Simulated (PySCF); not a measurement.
Computed IR spectrum (relative IR intensity) of a molecule C₂H₈F₂Si₂. Geometry: PBE-D3(BJ)/def2-SVP. The values are those of a single conformer. Calculation: PBE-D3(BJ)/def2-SVP run with PySCF. Frequencies are harmonic and unscaled.

Lines under 2 % of the strongest are left out, and lines within 2 cm⁻¹ are merged.

ν (cm⁻¹): 342 (w), 353 (w), 435 (vw), 488 (w), 687 (m), 756 (vs), 807 (vs), 843 (m), 895 (w), 901 (m), 912 (s), 948 (m), 1059 (vs), 1102 (s), 1158 (m), 1175 (m), 1335 (w), 1349 (m), 1384 (m), 2146 (m), 2154 (m), 2160 (m), 2170 (s), 2174 (s), 2955 (m) (against the strongest line: vs over 80 %, s over 45 %, m over 15 %, w over 4 %, vw less)

Question: Which structure fits?
A. CC(F)(F)[SiH2][SiH3]
B. FC(F)C[SiH2][SiH3]
C. C[SiH2][SiH2]C(F)F
D. F[SiH2][C@H](F)C[SiH3]

Answer: B, FC(F)C[SiH2][SiH3]
